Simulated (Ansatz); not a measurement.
Geometry optimisation, RKS PBE0-D4/def2-SVP (Ansatz 0.2.0).

Input file:

```yaml
crystal:
  periodic: [false, false, false]
  atoms:
    - { symbol: W, position_ang: [0.32119, 0.257309, -0.353178] }
    - { symbol: F, position_ang: [0.463083, -0.268218, 2.646842] }
    - { symbol: F, position_ang: [1.895473, -0.648282, 0.064493] }
    - { symbol: F, position_ang: [-0.506484, 1.840495, -0.897988] }
    - { symbol: H, position_ang: [-0.932131, 0.462639, 0.745086] }
    - { symbol: F, position_ang: [-0.421243, -1.440087, -0.182599] }
    - { symbol: F, position_ang: [0.307364, -0.014746, -2.18976] }
    - { symbol: "N", position_ang: [1.362844, 1.646691, 0.686887] }
    - { symbol: H, position_ang: [2.253572, 1.435967, 1.130317] }
    - { symbol: H, position_ang: [1.133639, 2.636224, 0.645167] }
    - { symbol: H, position_ang: [0.544892, 0.646809, 2.537733] }
basis:
  gaussian: { orbitals: def2-SVP }
hamiltonian:
  xc: pbe0
  dispersion: d4
relax:
  f_tol: 0.03
  max_steps: 50
output:
  orbitals: {}
```

Launched with:

```bash
$ ansatz run input.yaml --threads 4 --pin off --max-ram 5120MiB --backend cpu --events-out ev --progress --plain --runs-dir out
```

Where does it end, and by what steps?

It converged. The force dipped under the threshold on the way, but the program's further checks kept it going. After 15 steps the energy has fallen by 0.074 eV; F2 moved furthest, 0.36 Å.

| step | energy less start (eV) | largest force component (eV/Å) | accepted |
| --- | --- | --- | --- |
| 0 | 0.0000 | 1.159 | yes |
| 1 | -0.0571 | 0.467 | yes |
| 2 | -0.0631 | 0.606 | yes |
| 3 | -0.0670 | 0.516 | yes |
| 4 | -0.0694 | 0.108 | yes |
| 5 | -0.0704 | 0.029 | yes |
| 6 | -0.0707 | 0.055 | yes |
| 7 | -0.0712 | 0.145 | yes |
| 8 | -0.0613 | 0.818 | no |
| 9 | -0.0727 | 0.073 | yes |
| 10 | -0.0722 | 0.337 | no |
| 11 | -0.0722 | 0.262 | no |
| 12 | -0.0732 | 0.049 | yes |
| 13 | -0.0738 | 0.058 | yes |
| 14 | -0.0740 | 0.137 | yes |
| 15 | -0.0743 | 0.018 | yes |

```xyz
11
Properties=species:S:1:pos:R:3
W 0.334 0.254 -0.393
F 0.455 -0.011 2.903
F 1.913 -0.669 -0.012
F -0.521 1.856 -0.838
H -0.908 0.375 0.732
F -0.371 -1.466 -0.278
F 0.310 0.083 -2.243
N 1.323 1.533 0.706
H 2.221 1.306 1.129
H 1.097 2.525 0.719
H 0.570 0.767 2.407
```

Whether the end is a true minimum wasn't checked by a vibrational analysis.

Time of the run: 52 s on 4 threads of Arm Neoverse V2, with other jobs on the host, peak memory 0.41 GiB.
